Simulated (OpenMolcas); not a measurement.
Cu2+ (d9) among equal point charges was computed by CASSCF with the d shell active (OpenMolcas, ANO-RCC-VDZP on the metal). Its lowest spin-free states, and all those of the highest spin:

```json
{"2S+1": "2", "Degeneracy": "2", "E (cm-1)": "0.0"}
{"2S+1": "2", "Degeneracy": "2", "E (cm-1)": "2565"}
{"2S+1": "2", "Degeneracy": "1", "E (cm-1)": "3881"}
```

**Question.** Is the site octahedral, tetrahedral or cube-like, axial, or of lower symmetry?

**Answer.** The states with 2S+1 = 2 have orbital degeneracies 2, 2, 1. There are pairs but no triples, so the site is axial: not cubic, but with a proper or improper axis of order three or more. The run had Cu2+ among 6 point charges of -2 e arranged as a trigonal antiprism (D3d), 2.2 Å from the ion, with a polar angle of 58.6° against the regular 54.74°.

An orbital doublet at a regular site is open to a Jahn-Teller distortion, which this geometry leaves out. The ground term spreads over less than 5000 cm-1, several times less than with real ligands, so orbital moments are less quenched and χT lies further from the spin-only value than at real sites. This is an electrostatic model: the charges have no orbitals. No measured value stands beside these numbers.
